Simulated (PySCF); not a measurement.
## Fluorine: a sound run and one with changed settings

Sound run: F⁺ [He] 2s2 2p4, F²⁺ [He] 2s2 2p3. All numbers are calculated (PySCF 2.14, the spin-free X2C one-electron Hamiltonian (Gaussian nucleus), in x2c-SVPall (3s2p1d, 14 functions)). In the sound run the correlated levels freeze 1s2. The sound run starts from symmetry-adapted Hartree-Fock orbitals and uses a fine grid where one is needed.

A second run was set up differently.

```json
{"species": "F⁺", "method": "UHF", "sound run (hartree)": "-98.79100", "changed run (hartree)": "-98.79100", "converged": "yes"}
{"species": "F⁺", "method": "LDA", "sound run (hartree)": "-98.41069", "changed run (hartree)": "-98.41069", "converged": "yes"}
{"species": "F⁺", "method": "PBE", "sound run (hartree)": "-98.98762", "changed run (hartree)": "-98.98762", "converged": "yes"}
{"species": "F⁺", "method": "MP2", "sound run (hartree)": "-98.88582", "changed run (hartree)": "-98.84770", "converged": "yes"}
{"species": "F⁺", "method": "CCSD(T)", "sound run (hartree)": "-98.90097", "changed run (hartree)": "-98.90097", "converged": "yes"}
{"species": "F²⁺", "method": "UHF", "sound run (hartree)": "-97.55933", "changed run (hartree)": "-97.55933", "converged": "yes"}
{"species": "F²⁺", "method": "LDA", "sound run (hartree)": "-97.10897", "changed run (hartree)": "-97.10897", "converged": "yes"}
{"species": "F²⁺", "method": "PBE", "sound run (hartree)": "-97.68060", "changed run (hartree)": "-97.68060", "converged": "yes"}
{"species": "F²⁺", "method": "MP2", "sound run (hartree)": "-97.62357", "changed run (hartree)": "-97.59830", "converged": "yes"}
{"species": "F²⁺", "method": "CCSD(T)", "sound run (hartree)": "-97.63806", "changed run (hartree)": "-97.63806", "converged": "yes"}
```

Ionisation energy of F⁺:

```json
{"method": "UHF", "sound run (eV)": "33.515", "changed run (eV)": "33.515"}
{"method": "LDA", "sound run (eV)": "35.422", "changed run (eV)": "35.422"}
{"method": "PBE", "sound run (eV)": "35.566", "changed run (eV)": "35.566"}
{"method": "MP2", "sound run (eV)": "34.347", "changed run (eV)": "33.998"}
{"method": "SCS-MP2", "sound run (eV)": "34.342", "changed run (eV)": "34.003"}
{"method": "CCSD", "sound run (eV)": "34.354", "changed run (eV)": "34.354"}
{"method": "CCSD(T)", "sound run (eV)": "34.366", "changed run (eV)": "34.366"}
```

What was changed?
A. level shift left on
B. angular grid far too coarse
C. minimal basis
D. a valence shell is frozen

A. It used initial guess 1e, at most 50 SCF cycles, level shift 2.0 hartree. A level shift leaves the converged SCF energy unchanged but raises the virtual orbital energies, which shrinks MP2 if it is not removed.
